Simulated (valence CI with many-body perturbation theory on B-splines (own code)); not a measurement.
# Energy levels of Hf LXVIII

Method: valence CI with perturbative core correlation (CI+MBPT): three valence electrons over a frozen Dirac-Fock core [He], radial functions for each j: 11 s, 11 p, 10 d, 8 f, 5 g, 2 h, with the one-electron correlation potential Σ1 (screened to all orders), the two-electron term Σ2, the three-electron term Σ3, Breit, model QED; selected single and double excitations, second order for the rest, scaled by the run's own slope (own B-spline code, finite nucleus).

The last digits are not significant, and no measured levels were compared; by estimate large intervals hold to a few tenths of a per cent, small ones and those within an open d or f shell to about a per cent.

Levels 91 to 135 of 165, with energies above the lowest level, (2s^2 2p1/2) J=1/2. "Leading %" is the weight of the configuration and term that name the level; weights of strongly mixed levels are sums over their largest components and can fall short, so below about 35 % the name and the second component can differ from the true leading terms, or belong to a minority configuration. In the jj column 3d3/2^4 stands for four electrons in 3d with j = 3/2. Lifetimes count E1, E2, E3, M1 and M2 decay at the calculated energies, and are blank where another channel may lead or the interval is too uncertain; long ones can be off by a factor of two.

```csv
No.,Configuration,Term,J,E (Ry),Leading %,Lifetime,g,Leading jj
91,2p2.3p,2P°,1/2,899.0,87,2.48 fs,0.627,2p1/2 2p3/2 3p3/2 (99 %)
92,2p2.3d,2G,7/2,899.5,55,23.6 fs,1.000,2p1/2 2p3/2 3d3/2 (99 %)
93,2p2.3d,2D,5/2,900.7,37,569 as,1.119,2p1/2 2p3/2 3d3/2 (98 %)
94,2p2.3d,2D,3/2,901.1,47,551 as,1.099,2p1/2 2p3/2 3d3/2 (99 %)
95,2p2.3d,2P,1/2,901.8,38,513 as,1.613,2p1/2 2p3/2 3d3/2 (100 %)
96,2p2.3d,4D,7/2,905.5,46,18.5 fs,1.293,2p1/2 2p3/2 3d5/2 (100 %)
97,2p2.3d,2G,9/2,906.8,65,70.5 fs,1.165,2p1/2 2p3/2 3d5/2 (100 %)
98,2p2.3d,2P,3/2,906.9,40,902 as,1.311,2p1/2 2p3/2 3d5/2 (99 %)
99,2p2.3d,2F,5/2,907.0,44,731 as,1.129,2p1/2 2p3/2 3d5/2 (99 %)
100,2p2.3d,2D,5/2,908.3,58,485 as,1.248,2p1/2 2p3/2 3d5/2 (99 %)
101,2p2.3d,2F,7/2,908.8,70,447 as,1.123,2p1/2 2p3/2 3d5/2 (99 %)
102,2p2.3d,2D,3/2,909.3,57,664 as,0.961,2p1/2 2p3/2 3d5/2 (100 %)
103,2p2.3d,2P,1/2,909.7,57,628 as,1.214,2p1/2 2p3/2 3d5/2 (100 %)
104,2p2.3s,4P,5/2,957.7,65,9.49 fs,1.429,2p3/2^2 3s (100 %)
105,2p2.3s,2P,3/2,958.6,55,3.46 fs,1.155,2p3/2^2 3s (100 %)
106,2p2.3s,2S,1/2,962.9,68,5.56 fs,1.978,2p3/2^2 3s (100 %)
107,2p2.3p,4P°,3/2,963.9,28,1.64 fs,1.424,2p3/2^2 3p1/2 (100 %)
108,2p2.3p,2D°,5/2,964.0,39,1.63 fs,1.165,2p3/2^2 3p1/2 (100 %)
109,2p2.3p,2P°,1/2,968.8,75,1.63 fs,0.646,2p3/2^2 3p1/2 (100 %)
110,2s2.4s,2S,1/2,987.0,98,5.93 fs,1.992,2s^2 4s (98 %)
111,2s2.4p,2P°,1/2,989.6,98,10.3 fs,0.656,2s^2 4p1/2 (98 %)
112,2p2.3p,4D°,7/2,990.3,65,2.38 fs,1.303,2p3/2^2 3p3/2 (100 %)
113,2p2.3p,2D°,5/2,990.4,52,2.30 fs,1.301,2p3/2^2 3p3/2 (100 %)
114,2p2.3p,2P°,1/2,990.5,54,2.21 fs,1.256,2p3/2^2 3p3/2 (100 %)
115,2p2.3p,2P°,3/2,994.1,62,2.31 fs,1.299,2p3/2^2 3p3/2 (100 %)
116,2p2.3d,2D,3/2,995.8,30,712 as,1.166,2p3/2^2 3d3/2 (100 %)
117,2p2.3d,4D,5/2,995.9,29,698 as,1.139,2p3/2^2 3d3/2 (98 %)
118,2p2.3d,2F,7/2,995.9,39,720 as,1.079,2p3/2^2 3d3/2 (100 %)
119,2p2.3d,4P,1/2,996.2,48,595 as,1.642,2p3/2^2 3d3/2 (99 %)
120,2p2.3p,2P°,3/2,996.3,63,2.26 fs,1.312,2p3/2^2 3p3/2 (100 %)
121,2s.2p.4s,4P°,1/2,999.3,77,6.45 fs,2.192,2s 2p1/2 4s (100 %)
122,2p2.3d,2D,3/2,1000.8,67,750 as,0.827,2p3/2^2 3d3/2 (96 %)
123,2s2.4p,2P°,3/2,1000.8,68,11.1 fs,1.389,2s^2 4p3/2 (68 %)
124,2s.2p.4p,4D,1/2,1001.6,66,5.16 fs,0.418,2s 2p1/2 4p1/2 (100 %)
125,2p2.3d,2F,7/2,1001.9,51,47.6 fs,1.226,2p3/2^2 3d5/2 (100 %)
126,2p2.3d,4F,9/2,1001.9,65,48.9 fs,1.232,2p3/2^2 3d5/2 (100 %)
127,2s.2p.4s,4P°,3/2,1002.0,41,7.16 fs,1.471,2s 2p1/2 4s (69 %)
128,2s.2p.4s,2P°,1/2,1002.2,86,6.73 fs,0.876,2s 2p1/2 4s (100 %)
129,2s2.4d,2D,3/2,1002.8,92,1.25 fs,0.810,2s^2 4d3/2 (92 %)
130,2p2.3d,2P,1/2,1003.1,59,1.15 fs,1.201,2p3/2^2 3d5/2 (99 %)
131,2s.2p.4p,4D,3/2,1003.9,37,6.63 fs,1.073,2s 2p1/2 4p1/2 (93 %)
132,2s.2p.4p,4P,1/2,1004.7,42,6.18 fs,1.767,2s 2p1/2 4p1/2 (100 %)
133,2p2.3d,2D,5/2,1005.0,59,578 as,1.191,2p3/2^2 3d5/2 (99 %)
134,2p2.3d,2P,3/2,1005.1,41,463 as,1.180,2p3/2^2 3d5/2 (96 %)
135,2s2.4d,2D,5/2,1006.1,98,1.60 fs,1.193,2s^2 4d5/2 (98 %)
```
